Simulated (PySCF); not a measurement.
**As²⁺: excitation energy**

As²⁺ [Ar] 3d10 4s2 4p1 (2P) → As²⁺ [Ar] 3d10 4s1 4p2 (4P), as a difference of total energies. Computed with PySCF 2.14 in x2c-QZVPPall (11s8p5d4f1g, 97 functions), with the spin-free X2C one-electron Hamiltonian (Gaussian nucleus). Correlated levels: valence: [Ar] 3d10 frozen. The calculations carry no spin-orbit coupling.

```
           method  excitation energy (cm⁻¹)
              UHF                     52329
    MP2 (valence)                     59668
SCS-MP2 (valence)                     62401
   CCSD (valence)                     61722
CCSD(T) (valence)                     61881
```

A first-order spin-orbit estimate (lowest level to lowest level, LS coupling) adds 0.025 eV.
